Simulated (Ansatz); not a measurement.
Li5Sn⁻ (the lowest singlet isomer of a short search) was relaxed with r2SCAN-D4 (def2-TZVPD) in Ansatz in these states: charge -1 quintet, charge -1 triplet. The geometries follow in no particular order.

In the def2 sets Sn takes a core potential; there is no spin–orbit coupling.

A:

```xyz
6

Li    0.4966   -2.0509   -2.0894
Li   -1.0332    0.9221    1.6862
Li   -0.2021    2.9267   -0.1996
Li   -0.5210   -2.0368    0.5956
Li    1.4899   -0.1272    1.0988
Sn   -0.2303    0.3661   -1.0915
```

B:

Cartesian coordinates in Å:
```
Li 1.229 0.332 -2.137
Li -1.445 -0.228 2.009
Li 0.176 2.153 1.234
Li -0.394 -2.046 -1.356
Li 1.307 -0.642 0.756
Sn -0.873 0.431 -0.506
```

Question: Judge from the bond lengths which geometry belongs to which state (an estimate).

Answer: A is the charge -1 quintet (Li1–Li5 3.854 Å, Li3–Li5 3.725 Å, Li4–Sn6 2.950 Å); B is the charge -1 triplet (Li1–Li5 3.053 Å, Li3–Li5 3.053 Å, Li4–Sn6 2.663 Å).

At r2SCAN-D4/def2-TZVPD the highest occupied level of the charge -1 quintet lies above zero (up to 0.39 eV). It is a level of α spin, whose loss leaves a quartet; that state wasn't run at this geometry and level. The electron is either unbound and held by the finite basis, or the level is raised by self-interaction error. At r2SCAN-D4/def2-TZVPD the highest occupied level of the charge -1 triplet lies above zero (up to 0.57 eV). It is a level of α spin, whose loss leaves a doublet; that state wasn't run at this geometry and level. The electron is either unbound and held by the finite basis, or the level is raised by self-interaction error. At PBE0-D4/def2-TZVPD a broken-symmetry singlet lies 1.11 eV below the charge -1 quintet. At PBE0-D4/def2-TZVPD a broken-symmetry singlet lies 0.12 eV below the charge -1 triplet. These are the stationary points nearest to one start from a short search; other shapes may lie lower in each state.
